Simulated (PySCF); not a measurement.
SMILES c1ccc(C#N)c(C=C)c1, GFN2-xTB optimised geometry.

```
17

C     -2.27    -1.91     0.00
C     -0.95    -1.74     0.00
C     -0.24    -0.47     0.00
C     -0.89     0.77     0.00
C     -0.17     1.95     0.00
C      1.22     1.93     0.00
C      1.89     0.72     0.00
C      1.17    -0.47     0.00
C      1.90    -1.68     0.00
N      2.52    -2.65     0.00
H     -2.97    -1.09     0.00
H     -2.70    -2.89     0.00
H     -0.31    -2.62     0.00
H     -1.96     0.80     0.00
H     -0.69     2.89     0.00
H      1.77     2.86     0.00
H      2.97     0.69     0.00
```

Density from PBE0/def2-SVP in PySCF 2.14.0 at that geometry.

Minimum of the electron density along straight lines between bonded atoms, close to the bond critical point (lines longer than 1.1 times the sum of covalent radii, or with two minima, are not listed):

| bond | length / Å | ρ at the minimum / e bohr⁻³ | ∇²ρ there / e bohr⁻⁵ | position (fraction from the first atom) |
|---|---|---|---|---|
| C1–C2 | 1.328 | 0.341 | ___ | 0.50 |
| C2–C3 | 1.457 | 0.275 | ___ | 0.49 |
| C3–C4 | 1.395 | 0.307 | -0.78 | 0.50 |
| C4–C5 | 1.382 | 0.314 | -0.81 | 0.50 |
| C5–C6 | 1.388 | 0.311 | -0.80 | 0.50 |
| C6–C7 | 1.381 | 0.314 | -0.81 | 0.50 |
| C3–C8 | 1.408 | 0.299 | -0.74 | 0.49 |
| C7–C8 | 1.395 | 0.306 | -0.77 | 0.49 |
| C8–C9 | 1.414 | 0.287 | -0.75 | 0.46 |
| C9–N10 | 1.147 | 0.475 | ___ | 0.34 |
| C1–H11 | 1.077 | 0.284 | -1.09 | 0.63 |
| C1–H12 | 1.076 | 0.285 | -1.10 | 0.64 |
| C2–H13 | 1.083 | 0.284 | -1.09 | 0.64 |
| C4–H14 | 1.079 | 0.285 | -1.09 | 0.63 |
| C5–H15 | 1.080 | 0.285 | -1.09 | 0.63 |
| C6–H16 | 1.079 | 0.284 | -1.09 | 0.63 |
| C7–H17 | 1.080 | 0.285 | -1.11 | 0.64 |

Some entries are withheld; supply them.


- C1–C2, ∇²ρ there / e bohr⁻⁵: -0.91
- C2–C3, ∇²ρ there / e bohr⁻⁵: -0.68
- C9–N10, ∇²ρ there / e bohr⁻⁵: 0.43
